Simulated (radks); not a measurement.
The numbers below are computed, except where a source is named.
Spherical quantum dot in the effective-mass picture: electrons in a well V = -V0 / (1 + exp((r - R)/a)) with V0 = 8.51, R = 3.9, a = 0.22, all in effective atomic units (hartree* = m*/eps^2 hartree, bohr* = eps/m* bohr), one dielectric constant everywhere. Level of theory: non-relativistic Kohn-Sham, LDA (Slater exchange, Perdew-Wang correlation), spin-polarised, spherical densities (a radial shooting solver with Libxc functionals). Levels are named by radial order and angular momentum (1s, 1p, 1d, 2s, ...), and open shells are averaged over m. Each electron was tried in the lowest free levels, single moves between levels near the top were tried too, and the lowest total energy was kept; such a search can miss a lower state. The series stops at N = 20: beyond it a trial failed or the search could not be trusted, so later rows were left out. At N = 1 the Hartree and exchange-correlation terms need not cancel, so that row can carry a self-interaction error.

N	open shells	2S	mu = E(N) - E(N-1) (hartree*)	addition energy mu(N+1) - mu(N) (hartree*)	e(HOMO) (hartree*)
1	1s(up 1, down 0)	1	-8.1488	0.4095	-7.9865
2	none	0	-7.7393	0.6355	-7.5735
3	1p(up 1, down 0)	1	-7.1038	0.3219	-6.9446
4	1p(up 2, down 0)	2	-6.7819	0.3279	-6.6184
5	1p(up 3, down 0)	3	-6.4540	0.4102	-6.2894
6	1p(up 3, down 1)	2	-6.0438	0.3126	-5.8886
7	1p(up 3, down 2)	1	-5.7311	0.3172	-5.5730
8	none	0	-5.4140	0.6649	-5.2548
9	1d(up 1, down 0)	1	-4.7491	0.3057	-4.5964
10	1d(up 2, down 0)	2	-4.4434	0.3064	-4.2903
11	1d(up 3, down 0)	3	-4.1370	0.3065	-3.9837
12	1d(up 4, down 0)	4	-3.8305	0.3063	-3.6772
13	1d(up 5, down 0)	5	-3.5241	0.3826	-3.3711
14	1d(up 5, down 1)	4	-3.1415	0.2982	-2.9926
15	1d(up 5, down 2)	3	-2.8433	0.2990	-2.6939
16	1d(up 5, down 3)	2	-2.5443	0.2993	-2.3947
17	1d(up 5, down 4)	1	-2.2451	0.2992	-2.0954
18	none	0	-1.9458	0.7024	-1.7963
19	1f(up 1, down 0)	1	-1.2434	0.2919	-1.0975
20	1f(up 2, down 0)	2	-0.95150	-	-0.80556

All shells are closed at N = 2, 8, 18 (there: 1s2 1p6 1d10); the second difference of the energy has clear peaks (12 % above both neighbours; the first and last values, which can be the largest, are not judged, and half-filled shells can peak too) at N = 2, 5, 8, 13, 18.
